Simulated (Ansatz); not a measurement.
Basis-set extrapolation for C$_{2}$H$_{7}$Al$_{2}$Cl (PBE0-D4/def2-TZVP geometry, frozen core, Ansatz). Multiplicity 1, RHF reference.

```tsv
	def2-TZVPP	def2-QZVPP
HF	-1023.201807	-1023.232551
MP2 correlation	-0.712502	-0.766504
CCSD(T) correlation	-0.805939	not run
```

Energies in hartree. Use E(X) = E(∞) + A·exp(−7.88·√X) for Hartree–Fock and E(X) = E(∞) + B·X^(−2.97) for correlation, with X = 3 and 4, and add CCSD(T) minus MP2 of the smaller set to the MP2 limit.

Problem. What is the CCSD(T) energy at the basis-set limit?

Solution. HF limit: -1023.232551 + (-0.030744) × 0.13774 = -1023.23679. MP2 limit: -0.766504 + (-0.054002) × 0.74074 = -0.80651. Higher-order term: -0.805939 − (-0.712502) = -0.09344. Total: -1024.13674 hartree, 338.7 kJ/mol below CCSD(T)/def2-TZVPP.
